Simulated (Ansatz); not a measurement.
Start from `C=[CH][Ga]([Cl])[Cl]` and change one element to get `C=CB(Cl)Cl`.

Ansatz, PBE0-D4/def2-TZVP geometries, multiplicity 1. Each molecule was computed in one conformer, which needn't be the lowest.

Scalar relativity is left out up to krypton.

```tsv
property	`C=[CH][Ga]([Cl])[Cl]`
LUMO energy (PBE0/def2-TZVPP) / eV	-1.86
HOMO–LUMO gap (B3LYP/def2-TZVPP) / eV	6.39
LUMO energy (PBE/def2-TZVPP) / eV	-2.72
LUMO energy (B3LYP/def2-TZVPP) / eV	-2.09
LUMO energy (ωB97M-V/def2-TZVPP) / eV	0.03
HOMO–LUMO gap (ωB97M-V/def2-TZVPP) / eV	11.01
```

Question: What does the change do to each property? (Best estimate.)

Answer: Computed: 
| property | `C=CB(Cl)Cl` | shift |
| --- | --- | --- |
| LUMO energy (PBE0/def2-TZVPP) / eV | -2.19 | -0.33 |
| HOMO–LUMO gap (B3LYP/def2-TZVPP) / eV | 5.92 | -0.47 |
| LUMO energy (PBE/def2-TZVPP) / eV | -3.09 | -0.37 |
| LUMO energy (B3LYP/def2-TZVPP) / eV | -2.36 | -0.27 |
| LUMO energy (ωB97M-V/def2-TZVPP) / eV | -0.10 | -0.13 |
| HOMO–LUMO gap (ωB97M-V/def2-TZVPP) / eV | 10.64 | -0.37 |

With PBE0 the HOMO rises by 0.20 eV and the LUMO falls by 0.33 eV, so the gap narrows by about 0.53 eV. PBE moves the HOMO by 0.06 eV and ωB97M-V by 0.24 eV.

B3LYP here is the variant with VWN-RPA as its local correlation; programs differ in this.
